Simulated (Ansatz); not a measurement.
Ansatz results at the PBE0-D4/def2-TZVP geometry: HOMO energy (B3LYP/def2-TZVPP) -7.87 eV; HOMO–LUMO gap (ωB97M-V/def2-TZVPP) 12.50 eV; HOMO–LUMO gap (PBE0/def2-TZVPP) 8.62 eV.

Each molecule was computed in one conformer, which needn't be the lowest.

Question: Which molecule gave them?
A. `O[Si@H](F)[Si@H](O)F`
B. `C[SiH](F)N[SiH2]O`
C. `[NH2][GeH2][S][GeH2][NH2]`
D. `C[SiH](F)S[SiH](O)O`

Answer: B. The others give `[NH2][GeH2][S][GeH2][NH2]`: -6.74, 10.99, 7.21; `O[Si@H](F)[Si@H](O)F`: -7.87, 11.12, 7.34; `C[SiH](F)S[SiH](O)O`: -7.64, 12.16, 8.31.

B3LYP here is the variant with VWN-RPA as its local correlation; programs differ in this.
